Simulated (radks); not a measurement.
Results of a calculation; reference values are marked as such.
Q: Excited configurations of Cr2+: one electron is placed in a higher orbital outside [Ar] 3d3. The ground configuration is [Ar] 3d4. Code: a radial shooting solver on a logarithmic mesh with Libxc functionals. Model: scalar-relativistic Kohn-Sham, PBE, spin-unpolarised, spherical densities, point nucleus. Excitation = E - E(ground); binding = E(ion) - E, where the ion is the core of charge +3; n* = 3/sqrt(2 binding) in atomic units, and the quantum defect is n - n*.

| outer orbital | excitation (eV) | binding (eV) | n* | quantum defect | eigenvalue (eV) | <r> (bohr) |
|---|---|---|---|---|---|---|
| 4p | 11.528 | 19.221 | 2.524 | 1.476 | -15.773 | 3.005 |
| 4d | 18.732 | 12.016 | 3.192 | 0.808 | -9.736 | 4.208 |
| 5p | 20.766 | 9.982 | 3.502 | 1.498 | -8.478 | 6.007 |
| 5f | 25.540 | 5.208 | 4.849 | 0.151 | -4.317 | 9.952 |
| 6s | 23.732 | 7.016 | 4.178 | 1.822 | -6.061 | 8.938 |
| 6f | 27.062 | 3.686 | 5.764 | 0.236 | -3.132 | 15.05 |
| 7p | 26.589 | 4.159 | 5.426 | 1.574 | -3.614 | 14.83 |
| 7f | 28.016 | 2.733 | 6.694 | 0.306 | -2.356 | 21.11 |

Estimate the row for 5s.

A: excitation (eV) 18.867; binding (eV) 11.881; n* 3.210; quantum defect 1.790; eigenvalue (eV) -10.177; <r> (bohr) 5.294. The Delta-SCF ionisation energy is 30.748 eV (NIST Atomic Spectra Database: 30.96 eV, measured). Self-interaction in the functional shifts the binding energies and quantum defects, so they are the method's values and not measured ones. Spin polarisation and multiplet splitting are left out, so open shells lie too high by an amount that depends on their filling.

Beside tabulated values, note that spin-unpolarised runs miss the spin-polarisation part of the exchange energy of open shells.
